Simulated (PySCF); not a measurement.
A structure optimised at B3LYP-D3(BJ)/def2-TZVPD, used in a PySCF frequency run:

```xyz
2

Be     0.0000     0.0000    -1.4683
Cl     0.0000     0.0000     0.3455
```
Charge 0, spin multiplicity 2.

**Question.** Write its SMILES, formula and point group.

**Answer.** [Be][Cl], BeCl, C∞v

**Question.** What are its rotational constants (standard atomic weights)?

**Answer.** 21.379 GHz (linear rotor, B only)
